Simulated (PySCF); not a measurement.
Energy landscape of H₃P (cation, charge +1), doublet: umbrella (inversion) coordinate, bond length relaxed. Scanned: angle between the P-H bonds and the threefold axis (90 = planar). Other coordinates (P-H bond length) were minimised at PBE0/def2-TZVP.

Calculation: CCSD(T) on UHF/cc-pVTZ, 5 core orbitals frozen (PySCF).

Scanned values (°): 90, 93, 96, 99, 102, 105, 108, 111, 114, 117, 120, 123, 126, 129, 132.

**Question.** At which scan points does the profile have its minima and maxima, and how high do they lie?

**Answer.** Lower than their neighbours: 105° (0.0 kJ/mol). Higher than their neighbours: 90° (12.2 kJ/mol, end of the scan), 132° (190.5 kJ/mol, end of the scan). The whole profile spans 190.5 kJ/mol.
